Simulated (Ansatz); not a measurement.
H2OSe (SMILES O[SeH]) moved off its minimum; all values from Ansatz (a first-principles code), cores frozen in correlated methods.
(charge 0, multiplicity 1)
```xyz
4

Se    -0.19173    -0.10049     0.29094
H     -1.35695    -0.43182    -0.68537
O      1.05500     0.19026    -0.95798
H      1.15824     1.11147    -1.15116
```

Forces at MP2/aug-cc-pVTZ (eV/Å):

```csv
atom,Fx,Fy,Fz
Se1,-1.386,-0.218,-0.759
H2,1.144,0.368,0.964
O3,0.462,-1.154,-0.218
H4,-0.220,1.004,0.014
```

**Question.** Give the forces (eV/Å), the total energy and the dipole at CCSD(T)/aug-cc-pVTZ.

**Answer.** 
| atom | Fx | Fy | Fz |
|---|---|---|---|
| Se1 | -1.295 | -0.198 | -0.544 |
| H2 | 0.984 | 0.321 | 0.824 |
| O3 | 0.525 | -1.051 | -0.297 |
| H4 | -0.214 | 0.928 | 0.017 |
Energy -2476.3655 hartree, dipole 1.34 D.
